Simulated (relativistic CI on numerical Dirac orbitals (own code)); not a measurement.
Line list: Forbidden lines, In9+

These numbers are calculated, not measured: Dirac-Coulomb-Breit CI, orbitals from a KLI potential per configuration, QED by a radiative potential, unscaled Slater integrals (own radial code, finite nucleus).

Configurations in the expansion (outside the closed core [Ar] 3d10): 4s²4p⁶4d⁴, 4s²4p⁵4d⁵, 4s²4p⁶4d³4f, 4s²4p⁶4d³5s, 4s²4p⁶4d³5p, 4s4p⁶4d⁵, 4s²4p⁶4d²5s5p, 4s²4p⁶4d³5d, 4s²4p⁶4d²4f5s, 4s²4p⁶4d³6s, 4s4p⁶4d⁴4f, 4s²4p⁶4d²5s², 4s²4p⁶4d4f5s², 4s²4p⁶4d5s²5p, 4s²4p⁶4d5s²5d, 4s²4p⁶4d²5p², 4s²4p⁶4d4f5p², 4s²4p⁶4d5s5p², 4s²4p⁶4d5p³, 4s²4p⁶4d5p²5d, 4p⁶4d⁶, 4p⁵4d⁷. Double excitations out of closed p, d and f shells are left out; levels of such configurations are missing from the list, as are those of other unlisted configurations, and high levels can miss mixing partners.

| λ vac (nm) | Lower | Upper | Type | A (s⁻¹) | gf | Branching (%) |
| --- | --- | --- | --- | --- | --- | --- |
| 191.30 | 4s²4p⁶4d⁴ ⁵D0 [1] | 4s²4p⁶4d⁴ ³D1 [20] | M1 | 1.47e+01 | 2.42e-08 | 22.7 |
| 199.18 | 4s²4p⁶4d⁴ ⁵D1 [2] | 4s²4p⁶4d⁴ ³D1 [20] | M1 | 9.08e+00 | 1.62e-08 | 14.0 |
| 204.04 | 4s²4p⁶4d⁴ ⁵D1 [2] | 4s²4p⁶4d⁴ ³D2 [19] | M1 | 1.06e+01 | 3.32e-08 | 16.9 |
| 226.80 | 4s²4p⁶4d⁴ ⁵D2 [3] | 4s²4p⁶4d⁴ ³D3 [18] | M1 | 1.03e+01 | 5.56e-08 | 25.0 |
| 230.88 | 4s²4p⁶4d⁴ ⁵D3 [4] | 4s²4p⁶4d⁴ ³D2 [19] | M1 | 3.84e+01 | 1.53e-07 | 61.2 |
| 243.02 | 4s²4p⁶4d⁴ ⁵D3 [4] | 4s²4p⁶4d⁴ ³D3 [18] | M1 | 5.42e+00 | 3.36e-08 | 13.1 |
| 255.36 | 4s²4p⁶4d⁴ ⁵D2 [3] | 4s²4p⁶4d⁴ ³F3 [16] | M1 | 6.69e+00 | 4.58e-08 | 19.7 |
| 261.93 | 4s²4p⁶4d⁴ ⁵D4 [5] | 4s²4p⁶4d⁴ ³D3 [18] | M1 | 2.12e+01 | 1.53e-07 | 51.5 |
| 276.11 | 4s²4p⁶4d⁴ ⁵D3 [4] | 4s²4p⁶4d⁴ ³F3 [16] | M1 | 1.38e+01 | 1.10e-07 | 40.5 |
| 281.56 | 4s²4p⁶4d⁴ ⁵D3 [4] | 4s²4p⁶4d⁴ ³G4 [15] | M1 | 4.47e+00 | 4.78e-08 | 26.7 |
| 285.11 | 4s²4p⁶4d⁴ ⁵D3 [4] | 4s²4p⁶4d⁴ ³P2 [14] | M1 | 2.10e+01 | 1.28e-07 | 72.0 |
| 287.34 | 4s²4p⁶4d⁴ ⁵D1 [2] | 4s²4p⁶4d⁴ ³F2 [11] | M1 | 1.28e+01 | 7.92e-08 | 40.6 |
| 300.77 | 4s²4p⁶4d⁴ ⁵D4 [5] | 4s²4p⁶4d⁴ ³F3 [16] | M1 | 3.15e+00 | 2.99e-08 | 9.3 |
| 307.24 | 4s²4p⁶4d⁴ ⁵D4 [5] | 4s²4p⁶4d⁴ ³G4 [15] | M1 | 8.88e+00 | 1.13e-07 | 53.0 |
| 312.05 | 4s²4p⁶4d⁴ ⁵D2 [3] | 4s²4p⁶4d⁴ ³F2 [11] | M1 | 1.71e+01 | 1.25e-07 | 54.2 |
| 316.52 | 4s²4p⁶4d⁴ ⁵D3 [4] | 4s²4p⁶4d⁴ ³F4 [13] | M1 | 7.15e+00 | 9.66e-08 | 16.6 |
| 326.86 | 4s²4p⁶4d⁴ ⁵D2 [3] | 4s²4p⁶4d⁴ ³G3 [10] | M1 | 8.45e+00 | 9.48e-08 | 29.3 |
| 331.59 | 4s²4p⁶4d⁴ ⁵D2 [3] | 4s²4p⁶4d⁴ ³P1 [9] | M1 | 7.00e+01 | 3.46e-07 | 88.6 |
| 349.35 | 4s²4p⁶4d⁴ ⁵D4 [5] | 4s²4p⁶4d⁴ ³F4 [13] | M1 | 2.54e+01 | 4.18e-07 | 58.9 |
| 361.65 | 4s²4p⁶4d⁴ ⁵D3 [4] | 4s²4p⁶4d⁴ ³G3 [10] | M1 | 1.78e+01 | 2.44e-07 | 61.7 |
| 394.55 | 4s²4p⁶4d⁴ ⁵D1 [2] | 4s²4p⁶4d⁴ ³P0 [6] | M1 | 9.98e+01 | 2.33e-07 | 100.0 |
| 402.26 | 4s²4p⁶4d⁴ ³P0 [6] | 4s²4p⁶4d⁴ ³D1 [20] | M1 | 1.46e+01 | 1.07e-07 | 22.6 |
| 509.35 | 4s²4p⁶4d⁴ ⁵D4 [5] | 4s²4p⁶4d⁴ ³H4 [7] | M1 | 7.43e+00 | 2.60e-07 | 80.7 |
| 578.31 | 4s²4p⁶4d⁴ ³P1 [9] | 4s²4p⁶4d⁴ ³D1 [20] | M1 | 1.24e+01 | 1.87e-07 | 19.2 |
| 813.68 | 4s²4p⁶4d⁴ ³H5 [8] | 4s²4p⁶4d⁴ ³G5 [17] | M1 | 5.75e+00 | 6.28e-07 | 38.4 |
| 1042.4 | 4s²4p⁶4d⁴ ³H6 [12] | 4s²4p⁶4d⁴ ³G5 [17] | M1 | 3.47e+00 | 6.22e-07 | 23.2 |
| 1112.1 | 4s²4p⁶4d⁴ ³H4 [7] | 4s²4p⁶4d⁴ ³F4 [13] | M1 | 9.35e+00 | 1.56e-06 | 21.7 |
| 1167.4 | 4s²4p⁶4d⁴ ³G3 [10] | 4s²4p⁶4d⁴ ³F3 [16] | M1 | 5.37e+00 | 7.68e-07 | 15.8 |
| 1272.3 | 4s²4p⁶4d⁴ ³P1 [9] | 4s²4p⁶4d⁴ ³P2 [14] | M1 | 6.37e+00 | 7.73e-07 | 21.9 |
| 1293.3 | 4s²4p⁶4d⁴ ³F4 [13] | 4s²4p⁶4d⁴ ³G5 [17] | M1 | 4.26e+00 | 1.17e-06 | 28.4 |

Terms are leading LS components. Brackets give the number of a level in order of energy, since labels repeat. The list gives strong lines, with weight on those to low levels, among the lowest 200 of 2746 levels, so that lines to higher ones, which can be the strongest, are missing. Levels whose partners in the same complex of configurations lie outside the list can be far off, and so can their lines. Rates are taken at the computed energies, electric ones in the length gauge.

At this charge energies of transitions that change n are usually good to better than 1 %, and those within a shell (Δn = 0) to a few per cent. Terms inside the open d or f shell come out 10 to 20 % too wide with unscaled integrals.

LS names give the leading component of a level, which can be under half, so a name can repeat, a term be missing and a line seem to break the LS rules.
